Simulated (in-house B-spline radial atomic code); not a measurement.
Values are calculated unless marked as measured or tabulated.
Weak and strong correlation along the adiabatic connection

Two-electron singlets in several external potentials (atomic units), by full CI in B-splines with partial waves to l = 8 (correlation energies up to 0.6 % small). The repulsion is scaled by λ at fixed density; W(λ) is the mean repulsion less the Hartree energy, W(0) = E_x, and the area under W from 0 to 1 is E_xc.

One system gave this curve:

```tsv
λ	W (hartree)
0	-0.80667
0.02	-0.80864
0.05	-0.81155
0.12	-0.81817
0.25	-0.82977
0.4	-0.84218
0.6	-0.85726
0.8	-0.87087
1	-0.88321
1.4	-0.9047
2	-0.93071
3	-0.96269
4.5	-0.99484
7	-1.0274
```

Q: Which system is it?
A. −Z exp(−kr)/r, Z = 1.68, k = 0.176
B. ω²r²/2 − Z/r, ω = 0.0135, Z = 3
C. −Z/r, Z = 1.16
D. −Z/r, Z = 2.59, wall at 0.487 bohr

A: A. The exchange energy sets the size: −Z exp(−kr)/r, Z = 1.68, k = 0.176: E_x = -0.807, E_c = -0.0416; −Z/r, Z = 2.59, wall at 0.487 bohr: E_x = -3.96, E_c = -0.0488; ω²r²/2 − Z/r, ω = 0.0135, Z = 3: E_x = -1.65, E_c = -0.0434; −Z/r, Z = 1.16: E_x = -0.491, E_c = -0.0405 hartree.
